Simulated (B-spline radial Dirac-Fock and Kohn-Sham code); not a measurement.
**Ne 2p1/2: cross section and angular parameters**

System: atomic neon in the configuration [He] 2s2 2p6; threshold 18.97 eV (orbital energy of the model). These are calculated numbers from a radial B-spline solver; the model is Dirac-Hartree-Slater photoionisation with a Latter tail; cross sections with all multipoles, angular parameters from the dipole term and its interference with E2.

For linearly polarised light dσ/dΩ = σ/(4π) [1 + β P₂(cos θ) + (δ + γ cos²θ) sin θ cos φ], with θ from the polarisation vector and φ the angle between the beam and the projection of the electron momentum on the plane normal to the polarisation.

```
hν (eV)    σ (kb)      β      γ      δ
   58.6      2330  1.256  0.026  0.009
   83.3      1510  1.400  0.046  0.009
   85.7      1440  1.408  0.048  0.009
   95.8      1180  1.437  0.056  0.010
    132       608  1.484  0.089  0.011
    150       451  1.490  0.106  0.012
    160       387  1.489  0.116  0.012
    239       139  1.442  0.181  0.016
    242       134  1.439  0.183  0.016
    279      90.7  1.405  0.208  0.018
    347      48.7  1.341  0.249  0.021
    406      30.7  1.287  0.280  0.025
    454      22.0  1.245  0.302  0.027
    600         ?      ?      ?      ?
    707      5.53  1.050  0.391  0.042
    800      3.71  0.992  0.415  0.048
    807      3.60  0.988  0.416  0.048
    940      2.18  0.915  0.443  0.056
   1000      1.78  0.885  0.454  0.060
   1010      1.72  0.880  0.455  0.061
   1090      1.33  0.843  0.468  0.065
 1486.9     0.460  0.700  0.518  0.088
   3080    0.0340  0.427  0.643  0.161
   3330    0.0255  0.404  0.659  0.170
   5050   0.00529  0.288  0.758  0.229
   5300   0.00439  0.276  0.770  0.237
 5414.7   0.00404  0.271  0.775  0.240
 8047.8  0.000858  0.181  0.868  0.311
 9251.7  0.000494  0.155  0.904  0.339
  10700  0.000277  0.131  0.944  0.370
```

Question: Give the values at 600 eV.

Answer: σ = 9.33 kb, β = 1.126, γ = 0.358, δ = 0.036.
